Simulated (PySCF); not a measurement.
**Quadrupolar nuclei of `CCC[Se@@](C)=O` in NMR**

Species: C4H10OSe.
Z-matrix (Å and degrees, PBE0-D3(BJ)/def2-SVP geometry), rows numbered from 1:
```
C 
C   1  1.5205
C   2  1.5171  1  114.09
Se  3  1.9770  2  109.11  1   -69.92
C   4  1.9515  3   94.11  2  -155.66
O   4  1.6449  3  102.56  2   -49.69
H   1  1.1021  2  111.64  3   -58.35
H   1  1.0999  2  111.08  3  -178.64
H   1  1.1022  2  111.54  3    62.16
H   2  1.1035  1  110.05  3  -120.55
H   2  1.1031  1  110.10  3   122.04
H   3  1.1029  2  113.23  1    50.09
H   3  1.1003  2  111.46  1   173.67
H   5  1.0995  4  110.33  3   -57.13
H   5  1.0987  4  106.65  3    64.14
H   5  1.0978  4  107.82  3  -177.77
```

Computed at PBE0/pcSseg-1 (PySCF, non-relativistic):

| atom | environment | nucleus | spin I | Q (b) | CQ = χzz (MHz) | η |
| --- | --- | --- | --- | --- | --- | --- |
| O6 | oxygen bonded to Se | 17O | 5/2 | -0.0256 | -12.648 | 0.283 |

Problem. Recover the principal values of the field gradient from CQ = 234.96 MHz × Q × Vzz, η = (Vxx − Vyy)/Vzz and a zero trace.

Solution. The tensor is traceless, so η fixes the two smaller values:

```tsv
atom	Vxx (au)	Vyy (au)	Vzz (au)	Vzz (10²¹ V/m²)
O6	-0.754	-1.349	2.103	20.43
```

Problem. Give the quadrupolar product PQ = |CQ|√(1 + η²/3), the quadrupolar frequency νQ = 3|CQ|/[2I(2I − 1)] and the Larmor frequency ν0 = |g| × 7.62259 MHz/T × B at 18.8 T, with g(17O) = −0.75752.

Solution. 
```
atom  PQ (MHz)  νQ (MHz)  ν0 (MHz)  νQ/ν0
  O6     12.82     1.897    108.56  0.017
```

For O6: PQ = 12.65 × 1.0133, νQ = 12.65 × 0.1500, ν0 = 5.7742 MHz/T × 18.8 T.

Problem. Second-order quadrupolar shift of the central transition's centre of gravity (half-integer spins, νQ < ν0/10) at 18.8 and 23.5 T.

Solution. From −(3/40)(PQ/ν0)²[I(I + 1) − 3/4]/[I(2I − 1)]², which goes as 1/B² (ppm):

| site | 18.8 T | 23.5 T |
| --- | --- | --- |
| 17O at O6 | -83.6 | -53.5 |

Problem. Take a correlation time of 10 ps, isotropic tumbling and extreme narrowing. What quadrupolar relaxation rates and linewidths follow?

Solution. Rate = (3π²/10) PQ² τc (2I + 3)/[I²(2I − 1)], the same for T1 and T2; width = rate/π.

```json
{"site": "17O at O6", "spin factor (2I + 3)/[I²(2I − 1)]": "0.320", "1/T1 (s⁻¹)": "1560", "T1 (ms)": "0.643", "linewidth (Hz)": "495"}
```

The couplings are those of the rigid, isolated species; surroundings and motion change them. The calculation is non-relativistic, for selenium too. The small basis limits the accuracy of the gradients.

One conformer stands for the species.
